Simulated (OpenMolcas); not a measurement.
An atom or ion with 5 electrons was computed by MS-CASPT2, IPEA 0.25 Eh, imaginary shift 0.1 Eh with spin-orbit coupling (OpenMolcas, ANO-RCC-VQZP, DKH2). The lowest levels that the run gave, each within 12 % of the measured value where one is at hand:

| J | Parity | E (cm⁻¹) | g |
| --- | --- | --- | --- |
| 1/2 | odd | 0.0 | 0.666 |
| 3/2 | odd | 376 | 1.334 |
| 1/2 | even | 70280 | 2.671 |
| 3/2 | even | 70410 | 1.735 |
| 5/2 | even | 70620 | 1.601 |
| 3/2 | even | 126810 | 0.800 |
| 5/2 | even | 126820 | 1.200 |
| 1/2 | even | 164670 | 2.002 |
| 1/2 | even | 181560 | 0.666 |
| 3/2 | even | 181820 | 1.334 |
| 3/2 | odd | 230760 | 2.002 |
| 3/2 | odd | 255950 | 0.800 |

Question: Which ion is it, and what are the configurations and terms?

Answer: O IV (Z = 8, charge +3; active space 3 electrons in 8 orbitals (2s 2p 3s 3p)). J, parity and g give the terms where levels are pure, and mixed ones are named by the computed weights; the size of the splittings, set against known spectra of the 5-electron sequence, gives the charge. In order, with the measured energies in cm⁻¹ (Moore, Selected Tables of Atomic Spectra, NSRDS-NBS 3, section 10): 2s² 2p ²P°_1/2, 2s² 2p ²P°_3/2 (386), 2s 2p² ⁴P_1/2 (71440), 2s 2p² ⁴P_3/2 (71570), 2s 2p² ⁴P_5/2 (71756), 2s 2p² ²D_3/2 (126950), 2s 2p² ²D_5/2 (126936), 2s 2p² ²S_1/2 (164366), 2s 2p² ²P_1/2 (180481), 2s 2p² ²P_3/2 (180724), 2p³ ⁴S°_3/2 (231538), 2p³ ²D°_3/2 (255185).

Term energies are means over components that CASPT2 splits; among the terms shown or strongly mixed into the levels shown the widest spread is 310 cm-1 (2p³ ²D°). Active for correlation alone: 3p 3s; no level in the range computed is led by a configuration that fills them, so any true level of that kind is missing. Measured partners are found by configuration, term and J. A level has none where our copy of the source lacks it or the pairing is in doubt (some pairs that miss far off the trend of their configuration count as doubtful), and it then counts in no deviation. Levels of configurations outside the active space are missing.

° marks odd parity.
